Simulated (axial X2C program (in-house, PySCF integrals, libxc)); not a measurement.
**Spin–orbit effects along a row: molecules with N (ions), PBE0**

Calculated with an axial X2C code built on PySCF integrals, spin-free (one-electron X2C) or two-component (2c: spin–orbit coupling with atomic mean-field Coulomb and Gaunt terms, which also bring small scalar terms), in Dyall basis sets with cores contracted in-house; open shells are unrestricted.

Basis sets: Ga dyall-acv3z, Ge dyall-acv3z, K dyall-acv3z, N dyall-av3z, Se dyall-acv3z, Ti dyall-acv3z, V dyall-acv3z.

```csv
molecule,spin-free state,Re (Å),ωe (cm⁻¹),De (eV),2c state,Re 2c (Å),ωe 2c (cm⁻¹),De 2c (eV)
KN⁻,"M_S = 3/2, Λ = 0",2.637,263.0,1.11,Ω = 3/2,2.637,262.9,1.10
TiN⁻,"M_S = 0, Λ = 0",1.568,1139.3,5.86,Ω = 0,1.568,1139.2,5.84
VN⁻,"M_S = 1/2, Λ = 2",1.541,1135.0,4.91,Ω = 3/2,1.541,1135.0,4.93
GaN⁻,"M_S = 1/2, Λ = 0",1.738,773.2,3.31,Ω = 1/2,1.738,773.1,n/a
GeN⁻,"M_S = 0, Λ = 0",1.664,1000.3,4.81,Ω = 0,1.664,999.6,4.80
SeN⁻,"M_S = 1, Λ = 0",1.742,773.9,3.42,Ω = 1,1.742,772.7,3.38
```

Question: Work out the shifts from the spin-free to the two-component result.

Answer: 

| molecule | 2c state | ΔRe (Å) | Δωe (cm⁻¹) | ΔDe (eV) |
| --- | --- | --- | --- | --- |
| KN⁻ | Ω = 3/2 | 0.000 | -0.1 | -0.01 |
| TiN⁻ | Ω = 0 | 0.000 | -0.1 | -0.02 |
| VN⁻ | Ω = 3/2 | 0.000 | 0.0 | 0.02 |
| GaN⁻ | Ω = 1/2 | 0.000 | -0.1 | n/a |
| GeN⁻ | Ω = 0 | 0.000 | -0.7 | -0.01 |
| SeN⁻ | Ω = 1 | 0.000 | -1.2 | -0.04 |

Shifts of one unit in the last digit are rounding.

Fragments in 2c: K- + N, Ti- + N, V- + N, Ga- + N, Ge- + N, Se- + N. Each entry is the lowest single determinant of a limited PBE0 search at one distance. De goes to single-determinant-based atoms at the same level (for ions the charge split of lowest energy) and is withheld (n/a) where an atom does not fit its ground term or J level. Main or longest-lived isotopes. One determinant is a doubtful description, or other states lie close, for KN⁻, VN⁻, GaN⁻, SeN⁻; these need not be ground states, and all values refer to the states named. Some open-shell Ω = 0 determinants are out of reach, so the Ω given for SeN⁻ need not be the lowest component. With several unpaired electrons the Ω given is that of one determinant, not necessarily of the lowest component. Some light 2c atoms are not at their ground J level, so De misses part of their lowering (0.04 eV or less). The functionals have no current term, which raises determinants with orbital currents.
